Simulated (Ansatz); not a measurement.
The first iterations of a band of FH3OSi + H4OSi (12 atoms, charge 0, multiplicity 1).

All numbers below come from RKS PBE0-D4/def2-SVP in Ansatz.

| Quantity | Value |
| --- | --- |
| movable images | 1 |
| climbing image | no |
| spring | 5.0 eV/Å² |
| optimiser | quadratic models (default) |
| start path | through a guess of the saddle point |
| force threshold | 0.05 eV/Å |
| iteration limit | 60 |
| end points | relaxed |

Image 0:

```xyz
12
Properties=species:S:1:pos:R:3
Si -2.197 0.290 -0.561
F -1.223 -0.519 -1.616
H -3.428 0.685 -1.285
H -2.463 -0.687 0.529
O -1.412 1.644 -0.079
H 0.552 -0.197 -0.850
O 0.927 0.230 -0.064
Si 2.160 -0.564 0.749
H -0.488 1.463 0.173
H 2.476 0.285 1.928
H 1.727 -1.922 1.194
H 3.368 -0.707 -0.118
```

Image 2:

```xyz
12
Properties=species:S:1:pos:R:3
Si -1.151 0.608 -0.303
F -1.215 -2.236 -1.373
H -1.168 0.908 -1.751
H -2.410 0.017 0.216
O -0.778 2.034 0.457
H -0.584 -1.843 -0.803
O 0.076 -0.501 0.025
Si 1.693 -0.302 0.441
H -0.939 2.094 1.403
H 1.797 0.256 1.820
H 2.314 -1.653 0.390
H 2.366 0.616 -0.522
```

| iteration | highest image above the first end (eV) | largest band force component (eV/Å) |
| --- | --- | --- |
| 1 | 1.764 | 6.974 |
| 2 | 1.841 | 5.842 |
| 3 | 1.948 | 4.676 |
| 4 | 2.049 | 3.137 |
| 5 | 1.697 | 1.870 |
| 6 | 1.165 | 1.485 |
| 7 | 0.832 | 0.768 |

Question: Does the band converge within its limit, and where does its top end?

Answer: It converged. It ended after 21 iterations with the highest image 0.393 eV above the first end. The highest image is an end point: on this band no image between the ends rises above it. So few images can step over the top or miss a turn of the path. The orbitals stay closed-shell, which can raise the energy where a bond breaks towards radicals; this wasn't checked here.

Run time: 53 s on 2 threads of Intel(R) Xeon(R) 6975P-C (Granite Rapids) (shared host), peak memory 0.28 GiB.
